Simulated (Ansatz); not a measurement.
System: sum formula MgO₂H₂, charge 0, multiplicity 1. SMILES: [OH][Mg][OH]
Structure (B3LYP-D3(BJ)/def2-TZVP (Ansatz, a program for electronic structure) minimum search):
```xyz
5

Mg     0.0004     0.0016     0.0001
O     -0.1688    -0.0543     1.7626
O      0.1669     0.0477    -1.7630
H      0.1455    -0.1716     2.6519
H     -0.1357     0.2061    -2.6500
```
Charge 0, spin multiplicity 1.

Computed values are from Ansatz. Valence correlation only, unless marked. Open shells are spin-unrestricted. No spin-orbit coupling. No relativistic terms. CBS marks a two-point X^-3 extrapolation of the correlation energy; Hartree-Fock from the larger set. [CCSD(T)-MP2]/basis is that difference in the basis named.

```json
{
 "atomisation energy De": "1684.6 kJ/mol at CCSD(T)/CBS(def2-TZVPP,def2-QZVPP)",
 "vertical_triplet_singlet_gap": "5.88 eV at RI-MP2/CBS(def2-TZVPPD,def2-QZVPPD)+[CCSD(T)-MP2]/def2-TZVPPD",
 "total_energy": "-351.2997 Eh at CCSD(T)/CBS(def2-TZVPP,def2-QZVPP)",
 "dipole_moment": "0.08 D at CCSD(T)/def2-SVPD",
 "T1 diagnostic": "0.012 at CCSD/def2-QZVPP"
}
```
